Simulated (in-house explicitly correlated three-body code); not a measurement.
Computed with an exponentially correlated three-body code. Model: two electrons around a point charge, non-relativistic, variational in 260 exponentially correlated functions (energies converged to about 1e-7 hartree, or 1e-8 relative for large Z).

Command:
```bash
python run_hyl.py task.json out
```
Settings (lengths in bohr, energies in hartree):
```
Z                      18
screening              9
interaction_strength   1
functions              260
states_tried           1
```

Cost of the run: 9.7 s on 1 thread of Arm Neoverse V2, on a shared host.

**Ground state only, binding against the one-electron ion.**

Given: nuclear charge 18; Yukawa screening of all interactions 9 1/bohr.

Computed: one-electron threshold -47.9899151 hartree.

| term | energy (hartree) | binding (eV) |
| --- | --- | --- |
| 1 1S | -91.8321914 | 1193 |

**Converged states only, values per electron or pair (inverse distances are <exp(-kr)/r>).**

| term | mean r (bohr) | mean r squared (bohr²) | mean inverse r (1/bohr) | mean r12 (bohr) | mean inverse r12 (1/bohr) | mean cosine | mean p1 dot p2 (bohr⁻²) | delta r1 (bohr⁻³) | delta r12 (bohr⁻³) |
| --- | --- | --- | --- | --- | --- | --- | --- | --- | --- |
| 1 1S | 0.10301 | 0.014809 | 9.2106 | 0.15223 | 4.0336 | -0.0060122 | 1.3671 | 1339.1 | 134.3 |

**Static dipole response.**

```csv
state,polarisability (bohr³)
1 1S,0.0002383
```
